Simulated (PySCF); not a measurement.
**Polarisability and C₆ of Ar⁺ (argon, charge +1)**

[Ne] 3s2 3p5, 2P determinant. Computed with PySCF 2.14 in aug-cc-pV(5+d)Z, with the non-relativistic Hamiltonian (point nucleus). Coupled (time-dependent) response in atomic units; α is the mean over directions.

```
method  mean α (bohr³)         α xx, yy, zz  C₆ (like pair)  S(−4)
   UHF           6.791  6.685, 6.844, 6.844           30.47  9.657
   PBE           7.074  6.886, 7.167, 7.167           31.99  10.98
  PBE0           6.941  6.783, 7.020, 7.020           31.26  10.36
PBEsol           7.087  6.901, 7.179, 7.179           32.09  10.99
```

S(−4) is the Cauchy moment in α(ω) = α(0) + S(−4) ω² + …

α(iu) at UHF:

```json
{"u (hartree)": "0", "α(iu) (bohr³)": "6.791"}
{"u (hartree)": "0.0500", "α(iu) (bohr³)": "6.767"}
{"u (hartree)": "0.100", "α(iu) (bohr³)": "6.696"}
{"u (hartree)": "0.200", "α(iu) (bohr³)": "6.428"}
{"u (hartree)": "0.300", "α(iu) (bohr³)": "6.031"}
{"u (hartree)": "0.500", "α(iu) (bohr³)": "5.058"}
{"u (hartree)": "0.750", "α(iu) (bohr³)": "3.881"}
{"u (hartree)": "1.00", "α(iu) (bohr³)": "2.955"}
{"u (hartree)": "1.50", "α(iu) (bohr³)": "1.791"}
{"u (hartree)": "2.00", "α(iu) (bohr³)": "1.177"}
{"u (hartree)": "3.00", "α(iu) (bohr³)": "0.6179"}
{"u (hartree)": "5.00", "α(iu) (bohr³)": "0.2669"}
```

For an ion, C₆ is the dispersion term alone; charge-induced terms of lower order in 1/R come first.

The components differ because the open shell of this determinant is not spherical; for a pure term their mean is the scalar polarisability.
